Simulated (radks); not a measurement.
The numbers below are computed, except where a source is named.
Valence configurations of Hf+ (all share [Xe]). Code: a radial shooting solver on a logarithmic mesh with Libxc functionals. Model: scalar-relativistic Kohn-Sham, SCAN, spin-polarised, spherical densities, finite nucleus; open shells are filled with parallel spins first (spin-orbit coupling, left out, can overturn this in heavy ions); meta-GGA in the generalised Kohn-Sham scheme; Fermi nuclear charge, rms radius 5.347 fm. Energies are relative to 4f14 5d1 6s2; eigenvalues in eV for spin up.

valence               E (eV)  moment (Bohr magnetons)    e(4f)    e(5d)   e(6p)    e(6s)
4f14 5d1 6s2           0.000                        1  -26.555  -11.104       -  -12.327
4f14 5d1.5 6s1.5       0.198                        2  -25.281  -10.557       -  -12.383
4f14 5d1 6s1 6p1       3.845                        3  -27.887  -12.457  -8.135  -13.808
4f13.5 5d1.5 6s2       8.376                        2  -30.925  -12.054       -  -12.870
4f14 5d1 6p2           9.428                        3  -29.351  -13.376  -8.788        -
4f13.5 5d1 6s2 6p0.5  11.014                        2  -33.074  -13.422  -7.857  -13.636
4f13 5d2 6s2          18.175                        3  -35.442  -12.970       -  -13.355

NIST lists [Xe] 4f14 5d1 6s2 as the ground configuration; this level of theory agrees among the configurations tried. The energies are those of spherical high-spin densities, not of single terms. No valid solution was reached for [Xe] 4f12 5d3 6s2; [Xe] 4f12 5d1 6s2 6p2; [Xe] 4f13 5d1 6s2 6p1.
